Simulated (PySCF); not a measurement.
C3H7O2, charge -1, multiplicity 1.

```xyz
12

C      1.5078     0.1921     0.0853
C      0.0393     0.5159    -0.1412
O     -0.4292     1.5475     0.7731
C     -0.8259    -0.7767     0.0047
O     -0.5117    -1.7245    -0.8886
H      2.1893     1.0311    -0.1800
H      1.6669    -0.0856     1.1498
H      1.7363    -0.6913    -0.5458
H     -0.1016     0.8717    -1.1898
H      0.3077     2.1652     0.9140
H     -0.6915    -1.0714     1.1113
H     -1.9072    -0.3919    -0.0285
```
Charge -1, spin multiplicity 1.

Coordinates come from a PBE-D3(BJ)/def2-SVPD optimisation. The multiplicity is an assumed one; no other spin state was optimised. The isomer is the one that the SMILES or the coordinates give; other isomers of the formula were not compared. Other conformers were not sampled.

Level of theory: PySCF with PBE0/pcSseg-1. Non-relativistic, no solvent.

Computed absolute GIAO shielding of each atom: isotropic value and principal components (ppm):
```tsv
atom	σ(iso)	σ11	σ22	σ33	span
C1	156.3	139.9	149.0	180.0	40.1
C2	97.3	68.4	85.6	138.0	69.7
O3	265.0	215.6	279.4	299.9	84.3
C4	94.7	62.5	74.2	147.3	84.8
O5	239.4	125.9	283.3	309.1	183.2
H6	31.2	27.4	30.0	36.1	8.7
H7	30.9	28.2	29.1	35.4	7.3
H8	28.0	22.8	28.1	33.1	10.3
H9	28.2	23.6	29.5	31.4	7.8
H10	32.0	23.1	30.5	42.3	19.2
H11	26.6	23.0	26.2	30.8	7.8
H12	25.7	21.8	25.8	29.5	7.6
```
